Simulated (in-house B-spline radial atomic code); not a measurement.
Ionisation energies with and without relativity, with size and susceptibility from the Dirac run. Dirac energy differences include first-order Breit, QED and recoil terms. NIST's values go from ground level to ground level; the uncertainty of those that are theory runs from under 0.1 % in few-electron ions to several per cent in heavy many-electron ones. Computed with an all-electron radial atomic-structure program (B-spline basis): non-relativistic Hartree-Fock and Dirac-Hartree-Fock, averages of the configuration (point nuclei without relativity, finite nuclei with it).

```csv
ion,configuration,configuration after,ionisation non-relativistic (eV),ionisation Dirac Breit and QED (eV),tabulated value (eV),tabulated kind,radius at density 0.001 (bohr),diamagnetic susceptibility (10⁻⁶ cm³/mol)
La2+,[Xe] 5d1,[Kr] 4d10 5s2 5p6,18.677,18.104,19.1773,measured,3.944,-37.963
Ce2+,[Xe] 4f2,[Xe] 4f1,20.355,17.230,20.1974,semi-empirical,3.665,-34.229
Pr2+,[Xe] 4f3,[Xe] 4f2,?,?,?,measured,?,?
Nd2+,[Xe] 4f4,[Xe] 4f3,22.047,18.681,22.09,semi-empirical,3.578,-33.099
Pm2+,[Xe] 4f5,[Xe] 4f4,22.735,19.227,22.44,semi-empirical,3.537,-32.531
Sm2+,[Xe] 4f6,[Xe] 4f5,23.339,19.680,23.55,semi-empirical,3.498,-31.972
Eu2+,[Xe] 4f7,[Xe] 4f6,?,?,?,semi-empirical,?,?
Gd2+,[Xe] 4f7 5d1,[Xe] 4f7,19.558,18.921,20.54,semi-empirical,3.707,-33.677
Tb2+,[Xe] 4f9,[Xe] 4f8,24.751,20.590,21.82,semi-empirical,3.391,-30.38
Dy2+,[Xe] 4f10,[Xe] 4f9,25.109,20.768,22.89,semi-empirical,3.359,-29.881
Ho2+,[Xe] 4f11,[Xe] 4f10,25.420,20.894,22.79,semi-empirical,3.328,-29.397
Er2+,[Xe] 4f12,[Xe] 4f11,?,?,?,semi-empirical,?,?
Tm2+,[Xe] 4f13,[Xe] 4f12,25.912,20.999,23.66,semi-empirical,3.27,-28.475
Yb2+,[Xe] 4f14,[Xe] 4f13,26.098,20.986,25.053,semi-empirical,3.243,-28.037
Lu2+,[Xe] 4f14 6s1,[Xe] 4f14,18.708,19.944,20.9594,measured,4.128,-34.173
```

(1) Fill in the row of Pr2+.

(2) Fill in the row of Eu2+.

(3) Fill in the row of Er2+.

## Answers

(1) ionisation non-relativistic (eV): 21.261; ionisation Dirac Breit and QED (eV): 18.024; tabulated value (eV): 21.6237; radius at density 0.001 (bohr): 3.621; diamagnetic susceptibility (10⁻⁶ cm³/mol): -33.67.

(2) ionisation non-relativistic (eV): 23.872; ionisation Dirac Breit and QED (eV): 20.052; tabulated value (eV): 24.84; radius at density 0.001 (bohr): 3.46; diamagnetic susceptibility (10⁻⁶ cm³/mol): -31.426.

(3) ionisation non-relativistic (eV): 25.686; ionisation Dirac Breit and QED (eV): 20.969; tabulated value (eV): 22.7; radius at density 0.001 (bohr): 3.298; diamagnetic susceptibility (10⁻⁶ cm³/mol): -28.928.
